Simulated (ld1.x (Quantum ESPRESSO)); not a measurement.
## An odd input for ld1.x (Quantum ESPRESSO) 7.5 (Sn (Z = 50))

Command:

```bash
ld1.x < Sn.in > Sn.out
```

Input:

```
&input
   title='Sn', zed=50., rel=1, dft='PZ', iswitch=3,
   config='[Kr] 4d10 5s2 5p1.5',
   nld=3, rlderiv=2.85, eminld=-4.0, emaxld=5.0, deld=0.02
 /
 &inputp
   pseudotype=3, lpaw=.true., tm=.true., lloc=-2, rcloc=0.20,
   nlcc=.true., new_core_ps=.true., rcore=0.85,
   which_augfun='GAUSS', rmatch_augfun=1.60,
   file_pseudopw='Sn.UPF', file_wfcaegen='ae.wfc', file_wfcncgen='nc.wfc', file_beta='beta', file_chi='chi', file_wfcusgen='us.wfc'
 /
6
5S  1  0   2.00   0.00  2.00  2.35  0.0
5S  1  0   0.00   3.40  2.00  2.35  0.0
5P  2  1   1.50   0.00  2.40  2.60  0.0
5P  2  1   0.00   0.20  2.40  2.60  0.0
4D  3  2  10.00   0.00  1.60  1.85  0.0
4D  3  2   0.00   1.20  1.60  1.85  0.0
 &test
   configts(1)='4d10 5s2 5p1.5'
 /
```

This is an input that runs to its end, with one change: rcloc set to 0.20 bohr.

Q: How does the run end?

A: The program runs through. The occupied levels of the test differ from the all-electron ones by at most 0.00000 Ry (unchanged input: 0.00000 Ry). Messages: GAUSS augmentation functions are ususally harder than BESSEL; use BESSEL instead unless you have discontinuity in local potential.

```
     eps = 9.8E-15  iter =  3

     Etot =  -12343.532181 Ry,   -6171.766090 Ha, -167942.310903 eV
     Etotps =  -430.827882 Ry,    -215.413941 Ha,   -5861.711954 eV

     Ekin =     257.196474 Ry,     128.598237 Ha,    3499.336299 eV
     Encl =    -486.567759 Ry,    -243.283879 Ha,   -6620.091607 eV
     Ehrt =     117.101260 Ry,      58.550630 Ha,    1593.243810 eV
     Ecxc =    -318.557858 Ry,    -159.278929 Ha,   -4334.200456 eV
     (Ecc =     -23.048370 Ry,     -11.524185 Ha,    -313.589055 eV)

     ---------------------- End of pseudopotential test ----------------------
```
